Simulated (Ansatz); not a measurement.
A nudged elastic band was laid between two geometries of C2H4INO (9 atoms, charge 0, multiplicity 1).

These are results of Ansatz 0.2.0, RKS PBE/def2-SVP, not measurements.

| Property | Result |
| --- | --- |
| movable images | 5 |
| climbing image | yes |
| spring | 5.0 eV/Å² |
| optimiser | quadratic models (default) |
| start path | through a guess of the saddle point |
| force threshold | 0.05 eV/Å |
| iteration limit | 60 |
| end points | relaxed |

First end point:

```xyz
9
Properties=species:S:1:pos:R:3
C -0.947 -0.766 -0.038
O -0.583 0.590 -0.314
C 0.704 0.926 -0.079
N 1.689 0.263 0.351
I 0.950 3.000 -0.581
H -2.020 -0.849 -0.287
H -0.798 -1.014 1.035
H -0.367 -1.477 -0.665
H 1.462 -0.722 0.562
```

Last end point:

```xyz
9
Properties=species:S:1:pos:R:3
C -1.122 -0.805 -0.071
O -0.645 0.533 -0.312
C 0.643 0.735 -0.042
N 1.447 -0.135 0.399
I 1.110 2.823 -0.494
H -2.192 -0.793 -0.347
H -0.992 -1.077 0.995
H -0.563 -1.534 -0.692
H 2.402 0.206 0.547
```

**Question.** Which bonds break or form, and what moves?

**Answer.** No bond is made or broken. The dihedral I5–C3–N4–H9 changes from 180 to 0° by way of a nearly straight angle C3–N4–H9 (up to 172°), not by a turn about the bond.

**Question.** What energy profile does the band end with?

**Answer.** The forces met the threshold. The highest image is number 3 of 0 to 6, 10.3 kcal/mol above the first end and 17.3 kcal/mol above the last; the last end lies 7.0 kcal/mol below the first. A vibrational analysis at the climbing image gives one clearly imaginary mode, 782i cm⁻¹: a first-order saddle point.

```json
{"image": "0", "path coordinate (Å)": "0.00", "energy (kcal/mol)": "0.0", "angle C3–N4–H9 (°)": "114"}
{"image": "1", "path coordinate (Å)": "0.31", "energy (kcal/mol)": "1.2", "angle C3–N4–H9 (°)": "121"}
{"image": "2", "path coordinate (Å)": "0.61", "energy (kcal/mol)": "6.1", "angle C3–N4–H9 (°)": "142"}
{"image": "3", "path coordinate (Å)": "0.92", "energy (kcal/mol)": "10.3", "angle C3–N4–H9 (°)": "172"}
{"image": "4", "path coordinate (Å)": "1.26", "energy (kcal/mol)": "3.8", "angle C3–N4–H9 (°)": "151"}
{"image": "5", "path coordinate (Å)": "1.60", "energy (kcal/mol)": "-4.4", "angle C3–N4–H9 (°)": "127"}
{"image": "6", "path coordinate (Å)": "1.94", "energy (kcal/mol)": "-7.0", "angle C3–N4–H9 (°)": "114"}
```

**Question.** What is the geometry of the highest image?

**Answer.** 
```xyz
9
Properties=species:S:1:pos:R:3:forces:R:3
C -1.055 -0.758 -0.038 -0.02 -0.03 0.00
O -0.650 0.589 -0.320 0.00 0.03 0.01
C 0.655 0.846 -0.088 0.01 -0.02 0.01
N 1.552 0.130 0.324 -0.02 0.01 -0.02
I 0.895 3.003 -0.618 0.00 0.01 0.00
H -2.144 -0.792 -0.223 0.01 0.00 0.00
H -0.838 -1.025 1.017 0.00 0.00 0.00
H -0.534 -1.477 -0.705 0.01 0.00 0.00
H 2.208 -0.563 0.634 0.01 0.00 0.01
```

**Question.** What are the harmonic wavenumbers there?

**Answer.** 782i, 121, 160, 205, 264, 266, 329, 563, 750, 935, 1081, 1119, 1149, 1390, 1403, 1418, 1910, 2964, 3052, 3107, 3828 cm⁻¹.

The band took 10 iterations and of the order of 100 core-seconds.

Time of the run: 53 s on 2 threads of Intel(R) Xeon(R) 6975P-C (Granite Rapids), on a shared host, peak memory 0.16 GiB.
